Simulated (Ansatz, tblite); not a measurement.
Removing and adding an electron: `CCCCCCCCCC[S][Ag]`. The state is a singlet with charge 0. Geometry: PBE-D4/def2-SVP. Ansatz, gas phase; energy differences of separate SCF runs; the oxidised species was run as a doublet alone; the reduced species was run as a doublet alone.

In the def2 sets Ag takes a core potential; there is no spin–orbit coupling. The xTB rows come from tblite. HOMO above LUMO, or a gap near zero within one spin, warns that the state may not be the lowest or that an electron is smeared out.

Question: Estimate orbital energies and vertical ionisation energies and electron affinities at: GFN1-xTB; GFN2-xTB; PBE-D4/def2-SVP; PBE0-D4/def2-SVP.

Answer: 
```tsv
level	−HOMO (eV)	vertical IE (eV)	−LUMO (eV)	vertical EA (eV)	HOMO–LUMO gap (eV)	IE − EA (eV)	remarks
GFN1-xTB	10.01	13.16	7.94	4.13	2.07	9.03	–
GFN2-xTB	9.40	12.17	6.21	4.25	3.19	7.92	–
PBE-D4/def2-SVP	4.74	7.59	3.28	0.95	1.46	6.64	HOMO above zero (-1 doublet), gap within one spin near zero (+1 doublet)
PBE0-D4/def2-SVP	5.75	7.69	2.52	0.96	3.24	6.73	HOMO above zero (-1 doublet)
```

Relaxing the reduced species (PBE-D4/def2-SVP) changes its energy by -0.08 eV at PBE-D4/def2-SVP, so the adiabatic electron affinity to this nearest minimum is 1.03 eV. At PBE0-D4/def2-SVP it is 1.04 eV. The highest occupied level of the relaxed charge -1 doublet lies above zero (up to 1.27 eV). By energy differences its removal costs 1.03 eV (each at its own geometry, to the charge 0 singlet, at PBE-D4/def2-SVP); self-interaction error and the lack of diffuse functions both raise the level.     A HOMO above zero means that the electron is unbound at that level or that self-interaction error raises the level; the energy of removing that electron tells which. Raw xTB energy differences between charge states are shifted by several eV; the methods need an empirical correction for them. Sets without diffuse functions give affinities that are too small.
